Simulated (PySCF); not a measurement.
C3H9ClSi, SMILES C[C@H](Cl)C[SiH3].

The structure is a stationary point at B3LYP-D3(BJ)/def2-SVP. The structure was generated by enumeration; whether it is a known compound was not checked. One conformer was computed; it need not be the lowest.

Two levels are set side by side: PBE/def2-TZVP (PySCF) and M06-2X/def2-TZVP (PySCF). Same geometry, gas phase. Differences are taken from unrounded values.

```csv
quantity,M06-2X
orbital gap (eV),10.60
highest occupied level (eV),-9.50
lowest empty level (eV),1.10
dipole moment (D),1.79
mean polarisability (bohr³),76.7
```

Q: What does PBE give, and how far is it from M06-2X? (An estimate is asked for; the answer gives what the named calculation found.)

A: 
```
quantity                       PBE  PBE minus M06-2X
---------------------------  -----  ----------------
orbital gap (eV)              6.16             -4.45
highest occupied level (eV)  -6.85              2.65
lowest empty level (eV)      -0.69             -1.80
dipole moment (D)             1.51             -0.28
mean polarisability (bohr³)   80.0               3.4
```

Without exact exchange PBE keeps part of each electron's self-repulsion, which lifts occupied levels and narrows the gap. PBE's more diffuse valence density responds more strongly to a field. Differences between two approximate levels are no errors against the true value.

Rough cost on one machine, each run with all the roots and properties that it gave: M06-2X against PBE about 5 times.
